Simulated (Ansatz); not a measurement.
`N=[C]([InH2])[GaH][F]` and `N=[C]([SiH3])[InH2]` differ in one atom or group.

Ansatz, PBE0-D4/def2-TZVP geometries, multiplicity 1. Each molecule was computed in one conformer, which needn't be the lowest. `N=[C]([InH2])[GaH][F]` holds a close contact that its SMILES doesn't draw: In···N 2.54 Å.

Elements past krypton have def2 core potentials. Scalar relativity is left out up to krypton.

```csv
property,`N=[C]([InH2])[GaH][F]`
LUMO energy (B3LYP/def2-TZVPP) / eV,-2.52
HOMO–LUMO gap (ωB97M-V/def2-TZVPP) / eV,8.01
HOMO energy (B3LYP/def2-TZVPP) / eV,-6.14
HOMO energy (PBE/def2-TZVPP) / eV,-5.25
HOMO–LUMO gap (PBE/def2-TZVPP) / eV,2.09
HOMO–LUMO gap (B3LYP/def2-TZVPP) / eV,3.63
```

Q: What does the change do to each property? (Estimate.)

A: The calculation gave: 
```csv
property,`N=[C]([SiH3])[InH2]`,shift
LUMO energy (B3LYP/def2-TZVPP) / eV,-2.55,-0.03
HOMO–LUMO gap (ωB97M-V/def2-TZVPP) / eV,7.70,-0.31
HOMO energy (B3LYP/def2-TZVPP) / eV,-6.08,0.06
HOMO energy (PBE/def2-TZVPP) / eV,-5.13,0.12
HOMO–LUMO gap (PBE/def2-TZVPP) / eV,2.04,-0.05
HOMO–LUMO gap (B3LYP/def2-TZVPP) / eV,3.53,-0.10
```

The zero-point energy changes by 42.0 kJ/mol with +3 modes.

B3LYP here is the variant with VWN-RPA as its local correlation; programs differ in this.
